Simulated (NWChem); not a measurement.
# CH3F3Si; SMILES F[SiH2]C(F)F

Program: NWChem. Structure relaxed at the PBE0/def2-SVP level. Level: PBE0/def2-SVP with SMD, gas-phase geometry; reactions with the solvents are ignored. One conformer.

```
SMD term (kcal/mol)                 water  toluene
----------------------------------  -----  -------
distortion of the solute's density   0.85     0.24
polarisation                        -5.46    -2.76
cavity, dispersion and structure     4.12     0.49
```

**Question.** Sum the solvation free energies, find the transfer free energy from water to toluene and the partition coefficient at 298.15 K.

**Answer.** 
1. ΔG(solv, water) = -0.49 kcal/mol and ΔG(solv, toluene) = -2.03 kcal/mol (1 M gas to 1 M solution).
2. Transfer: -2.03 − (-0.49) = -1.54 kcal/mol.
3. log₁₀ K(toluene/water) = −ΔG/(RT ln 10) = 1.54/1.364 = 1.1, so the model puts more of the solute in toluene.
4. Of the transfer energy, 2.09 kcal/mol is electrostatic and -3.63 comes from the non-electrostatic term. The two phases are taken as the pure solvents.
